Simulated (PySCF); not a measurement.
Spinor energies of Ti⁺ (titanium, charge +1)

Start: [Ar] 3d1 4s2; 3d5/2 filled at m_j = +5/2. Calculated with PySCF 2.14 in x2c-TZVPall-2c with one added diffuse shell each of s, p, d type (7s8p5d1f, 63 functions): generalised Hartree-Fock with the X2C-1e Hamiltonian and a Gaussian nucleus; one run each with spin-orbit coupling (SO) switched off, then screened by Boettger's factors. This is a chosen level, not necessarily the ground level.

```tsv
spinor shell	electrons	ε, spin-free (eV)	ε, screened SO (eV)	weight of nominal j (screened SO)	rms radius, screened SO (bohr)
1s1/2	2	-5031.8	-5031.8	1.000	0.0804
2s1/2	2	-604.10	-604.10	1.000	0.350
2p1/2	2	-499.65	-503.53	0.997	0.318
3s1/2	2	-92.882	-92.887	1.000	1.06
3p3/2	4	-62.118	-61.926	0.860	1.16
3p1/2	2	-62.118	-62.523	0.720	1.15
3d5/2	1	-24.263	-24.241	1.000	1.46
4s1/2	2	-13.997	-13.997	0.999	3.33
```

Task: Where does 2p3/2 lie, and what is the 2p spin-orbit splitting (screened SO)?

Result: At -497.76 eV, 5.767 eV above 2p1/2.

```json
{"quantity": "E (hartree)", "spin-free": "-852.38687", "screened SO": "-852.39265"}
{"quantity": "M_J", "spin-free": "5/2", "screened SO": "5/2"}
{"quantity": "⟨J²⟩", "spin-free": "8.771", "screened SO": "8.771"}
{"quantity": "⟨L²⟩", "spin-free": "6.019", "screened SO": "6.019"}
{"quantity": "⟨S²⟩", "spin-free": "0.752", "screened SO": "0.752"}
```

Each row is a mean over spinors that exchange with the open shell spreads, by up to 5.236 eV (3p3/2).

Rows whose weight is well below 1 are mixtures of j = l ± 1/2: exchange outweighs spin-orbit coupling there, and the label is only the starting occupation.

Without spin-orbit coupling the j labels of p, d and f shells carry no meaning; the spin-free column gives the mean over the occupied spinors of each nl shell.
